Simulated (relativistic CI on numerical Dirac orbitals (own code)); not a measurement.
# Ar4+: sensitivity of the levels to the model

Base calculation: Dirac-Coulomb-Breit CI, separate exchange-only KLI orbitals for each configuration, model QED (radiative potential, 1s self-energy scaled to tabulated hydrogen-like ionisation energies), valence Slater integrals scaled by 0.85, P86 correlation energy added to each configuration.

Configurations in the expansion (outside the closed core [Ne]): 3s2 3p2, 3s 3p3, 3s2 3p 3d, 3p4, 3s 3p2 3d, 3s2 3p 4s, 3s2 3p 4p, 3p3 3d, 3s 3p 3d2, 3s2 3p 4d, 3s2 3d 4p, 3p3 4s, 3s2 3p 4f, 3s 3p2 4s, 3s2 3p 5s, 3s2 3p 5p, 3p3 4p, 3s 3p 3d 4s, 3s2 4s 4p, 3s 3p2 4p, 3s2 3p 5d, 3s2 3p 5f, 3s2 3p 5g, 3s2 3p 6s, 3s2 3p 6p, 3s2 3p 6d, 3s 3p2 4d, 3s 3p 4s2, 3s 3p2 4f, 3s2 3d2, 3s 3d3, 3p2 3d2, 3p 3d3, 3p 3d2 4s, 3p 3d2 4p, 3p 3d2 4d, 3s2 3d 4s, 3s 3d2 4s, 3s2 4s2, 3s 3d 4s2, 3s 3p 3d 4p, 3s 3d2 4p, 3s 3d 4s 4p, 3s 3d 4p2, 3s 3d 4p 4d, 3s2 4p2, 3p2 3d 4s, 3p 3d 4s2, 3p 3d 4s 4p, 3p 3d 4s 4d. Double excitations out of closed p, d and f shells are left out; levels of such configurations are missing from the list, as are those of other unlisted configurations, and high levels can miss mixing partners. These lack a partner that the ground configuration has and come out too high: 3s 3p2 4d, 3s 3p2 4f, 3s2 3p 4f, 3s2 3p 5s, 3s2 3p 5p.

The lowest level and the first level of each name with at least 55 % of one term (blank where a level has no safe partner in the second run):

| Level | Base (cm⁻¹) | Shift (cm⁻¹) |
| --- | --- | --- |
| 3s2 3p2 3P_0 | 0.0 | 0.0 |
| 3s2 3p2 3P_1 | 757.9 | -0.7 |
| 3s2 3p2 3P_2 | 2009.6 | -1.6 |
| 3s2 3p2 1D_2 | 16106.7 | -0.7 |
| 3s2 3p2 1S_0 | 36380.8 | -1.8 |
| 3s 3p3 5S°_2 | 89349.4 | +167.2 |
| 3s 3p3 3D°_1 | 124525.5 | +91.4 |
| 3s 3p3 3D°_2 | 124564.8 | +91.6 |
| 3s 3p3 3D°_3 | 124692.2 | +91.6 |
| 3s 3p3 3P°_0 | 142907.3 | +122.3 |
| 3s 3p3 3P°_1 | 142915.6 | +122.1 |
| 3s 3p3 3P°_2 | 142923.1 | +121.8 |
| 3s 3p3 3S°_1 | 189708.6 | +235.6 |
| 3s2 3p 3d 3F°_2 | 191330.5 | +57.9 |
| 3s2 3p 3d 3F°_3 | 192019.6 | +59.0 |
| 3s2 3p 3d 3F°_4 | 192976.2 | +60.6 |
| 3s 3p3 1P°_1 | 194797.7 | +108.4 |
| 3s2 3p 3d 3P°_2 | 219151.1 | +53.0 |
| 3s2 3p 3d 3P°_1 | 219942.4 | +46.0 |
| 3s2 3p 3d 3P°_0 | 220308.1 | +45.7 |
| 3s2 3p 3d 3D°_1 | 225892.9 | +36.5 |
| 3s2 3p 3d 3D°_2 | 226173.0 | +37.6 |

At this charge configurations can still be misplaced by up to about 7 % of their energy. 37 of the 43 excited levels that our extract of the measured tables holds in this range could be paired (the sources list more); they are missed by 7122 cm⁻¹ on average and 67239 at most, and levels without a partner can miss by more.

Question: One thing was changed in a second run, which moved the levels as shown. Which?
A. one mean potential for all configurations
B. configuration mixing switched off
C. only the first 3 configurations
D. no correlation estimate
E. Breit term removed
F. valence Slater integrals scaled by 0.75
G. QED terms removed

Answer: A. One mean potential for all configurations. One potential for all configurations removes the relaxation of the orbitals, which moves whole configurations and changes the integrals a little.

LS names give the leading component of a level, which can be under half, so a name can repeat, a term be missing and a line seem to break the LS rules.
